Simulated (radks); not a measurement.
The numbers below are computed, except where a source is named.
All-electron atom: Lu8.3+ in [Kr] 4d10 4f(5/2: 6, 7/2: 6.7) 5s2 5p2 (fractional occupations, a model configuration). Code: a radial shooting solver on a logarithmic mesh with Libxc functionals. Model: Dirac Kohn-Sham, PBE, spin-unpolarised, spherical densities, finite nucleus; open shells fill j = l - 1/2 first; Fermi nuclear charge, rms radius 5.37 fm.

Unscreened Slater integrals over Kohn-Sham orbitals (cm^-1). Large and small components are both included. Empty in this configuration: 5p3/2.

integral,value
"F0(4f7/2,4f7/2)",310270
"F2(4f7/2,4f7/2)",150090
"F4(4f7/2,4f7/2)",94671
"F6(4f7/2,4f7/2)",68248
"F0(4f7/2,4f5/2)",312140
"F2(4f7/2,4f5/2)",150980
"F4(4f7/2,4f5/2)",95233
"G2(4f7/2,4f5/2)",150480
"G4(4f7/2,4f5/2)",94932
"G6(4f7/2,4f5/2)",68441
"F0(4f7/2,5p1/2)",201620
"G4(4f7/2,5p1/2)",27788
"F0(4f7/2,5s1/2)",213000
"G3(4f7/2,5s1/2)",35982
"F0(4f7/2,5p3/2)",192420
"F2(4f7/2,5p3/2)",65247
"G2(4f7/2,5p3/2)",29071
"G4(4f7/2,5p3/2)",23830
"F0(4f5/2,4f5/2)",314060
"F2(4f5/2,4f5/2)",151910
"F4(4f5/2,4f5/2)",95822
"F0(4f5/2,5p1/2)",202090
"G2(4f5/2,5p1/2)",33883
"F0(4f5/2,5s1/2)",213550
"G3(4f5/2,5s1/2)",35281
"F0(4f5/2,5p3/2)",192830
"F2(4f5/2,5p3/2)",64695
"G2(4f5/2,5p3/2)",28368
"G4(4f5/2,5p3/2)",23338
"F0(5p1/2,5p1/2)",169090
"F0(5p1/2,5s1/2)",174810
"G1(5p1/2,5s1/2)",121540
"F0(5p1/2,5p3/2)",164130
"G2(5p1/2,5p3/2)",88348
"F0(5s1/2,5s1/2)",181350
"F0(5s1/2,5p3/2)",169180
"G1(5s1/2,5p3/2)",113050
"F0(5p3/2,5p3/2)",159750
"F2(5p3/2,5p3/2)",87328
